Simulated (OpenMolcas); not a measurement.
## Pb3+: effect of the active space

```yaml
Program: OpenMolcas 26.06
Method: SS-CASPT2 or its RAS form, IPEA 0.25 Eh, imaginary shift 0.1 Eh
Basis: ANO-R3
Scalar_Hamiltonian: X2C, finite nucleus
Spin-orbit_coupling: RASSI with atomic mean-field integrals over the reference wave functions, term energies averaged over their components
```

A. 1 electron in 4 orbitals (6s 6p); 2S+1 = 2 even, 1 root; 2S+1 = 2 odd, 3 roots; closed shells correlated: 5d; CASPT2 step about 1.7 core-seconds
B. 1 electron in 9 orbitals (RAS2 6s 6p; RAS3 6d, at most 1 electron); 2S+1 = 2 even, 1 root; 2S+1 = 2 odd, 3 roots; closed shells correlated: 5d; CASPT2 step roughly 3 core-seconds

Energies in eV above 6s 2S 1/2, the measured ground level; measured values from Moore, Atomic Energy Levels, vol. III, NSRDS-NBS 35 (1971 reprint of NBS Circular 467, 1958).

| Level | A | B | Measured |
| --- | --- | --- | --- |
| 6s 2S 1/2 | 0.0000 | 0.0000 | 0.0000 |
| 6p 2P* 1/2 | 9.967 | 9.968 |  |
| 6p 2P* 3/2 | 12.027 | 12.027 | 12.0536 |

Between A and B the level of the table that moves most is 6p 2P* 3/2, by 7.4 cm-1 (lowest in A, highest in B).

Spin-orbit splittings of 6p shells tend to come out small when the coupling is added on scalar orbitals. With one active electron, CASPT2 adds the correlation within the correlated inactive shells and between them and that electron, and leaves the splitting within a term as the reference gives it. With one active electron outside closed inactive shells, the extra shells (6d) add no correlation to the reference (holds for B). Only configurations of the active space appear.

* marks odd parity.
